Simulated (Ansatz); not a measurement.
# An input for GeH2

The species is GeH2 (3 atoms), meant as a singlet with charge 0.

```csv
atom,x (Å),y (Å),z (Å)
Ge,-0.5701,0.4051,-0.2637
H,0.7830,0.7436,0.5090
H,-0.2129,-1.1487,-0.2453
```

Settings wanted:

```yaml
basis_set: cc-pVTZ
integral_approximation: automatic
task: energy
method: DFT
functional: B3LYP
dispersion: D3(BJ)
reference: RKS
accuracy: medium
```

Question: Write the Ansatz 0.2.0 input and the command.

Answer: One that was run (others would do as well):

in.yaml:
```yaml
crystal:
  periodic: [false, false, false]
  atoms:
    - {symbol: Ge, position_ang: [-0.570100, 0.405100, -0.263700]}
    - {symbol: H, position_ang: [0.783000, 0.743600, 0.509000]}
    - {symbol: H, position_ang: [-0.212900, -1.148700, -0.245300]}
basis:
  gaussian: {orbitals: cc-pVTZ}
hamiltonian: {xc: {name: B3LYP}, dispersion: d3bj}
```

```bash
$ ansatz run in.yaml --threads 1 --pin off --max-ram 2610MiB --events-out events.jsonl --progress --plain --runs-dir runs
```

Calculated total energy: -2078.23779 Eh.
